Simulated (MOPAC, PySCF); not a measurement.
[Zr(Cl)4], neutral singlet in the gas phase. 

Cartesian coordinates (Å):
```xyz
5

Zr     0.0000     0.0000     0.0000
Cl     1.4081     0.1678     1.8484
Cl    -2.2167    -0.0546     0.7148
Cl     0.4864    -1.9538    -1.1720
Cl     0.3222     1.8407    -1.3913
```
Charge 0, multiplicity 1.

All levels are single points at this geometry (r2SCAN-D4/def2-SVP); Pople sets use spherical d functions. Orbital energies aren't observables, and empty levels follow the basis.

B3LYP/6-31G* (LANL2DZ on Zr) in PySCF gives HOMO (eV) = -9.55.

Task: Estimate the HOMO (eV) from each of these levels: B3LYP-D3(BJ)/def2-TZVP in PySCF; PBE-D3(BJ)/def2-TZVP in PySCF; TPSSh-D3(BJ)/def2-TZVP in PySCF; B3LYP/6-311+G** (LANL2DZ on Zr) in PySCF; B3LYP/LANL2DZ in PySCF; BP86/6-31G* (LANL2DZ on Zr) in PySCF; M06-2X/6-31G* (LANL2DZ on Zr) in PySCF; PBE/6-31G* (LANL2DZ on Zr) in PySCF; SVWN5/6-31G* (LANL2DZ on Zr) in PySCF; HF/6-31G* (LANL2DZ on Zr) in PySCF; PM6 in MOPAC; PM7 in MOPAC.

Result: 
| level | HOMO (eV) |
|---|---|
| B3LYP-D3(BJ)/def2-TZVP in PySCF | -9.43 |
| PBE-D3(BJ)/def2-TZVP in PySCF | -8.34 |
| TPSSh-D3(BJ)/def2-TZVP in PySCF | -9.01 |
| B3LYP/6-311+G** (LANL2DZ on Zr) in PySCF | -9.58 |
| B3LYP/LANL2DZ in PySCF | -9.82 |
| BP86/6-31G* (LANL2DZ on Zr) in PySCF | -8.58 |
| M06-2X/6-31G* (LANL2DZ on Zr) in PySCF | -11.17 |
| PBE/6-31G* (LANL2DZ on Zr) in PySCF | -8.47 |
| SVWN5/6-31G* (LANL2DZ on Zr) in PySCF | -8.60 |
| HF/6-31G* (LANL2DZ on Zr) in PySCF | -13.19 |
| PM6 in MOPAC | -11.03 |
| PM7 in MOPAC | -11.29 |
